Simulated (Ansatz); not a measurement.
**Several solutions for triplet Pd2**

```json
{"atom": "Pd", "x (Å)": "0.0000", "y (Å)": "0.0000", "z (Å)": "0.0000"}
{"atom": "Pd", "x (Å)": "0.0000", "y (Å)": "0.0000", "z (Å)": "2.5000"}
```

Basis set: def2-SVP (spherical functions, with the set's core potentials past Kr). Charge 0, multiplicity 3.

UHF was run from several starts with Ansatz (development build ahead of 0.2.0).

| run | program | start | converged | energy (hartree) | <S²> |
| --- | --- | --- | --- | --- | --- |
| A | Ansatz | atomic start, no search | yes | -254.00816 | 2.04 |
| B | Ansatz | stability test followed | yes | -254.00816 | 2.04 |
| C | Ansatz | search for the lowest state | yes | -254.01086 | 2.03 |

(1) Which runs reached the lowest solution of this kind, and what is wrong with the others?

Answers

(1) C reached the lowest solution found. Converged but too high: A by 0.07 eV, B by 0.07 eV. Convergence only shows a stationary point, and even a stable one can lie too high; stability tests and further starts are what find lower ones.
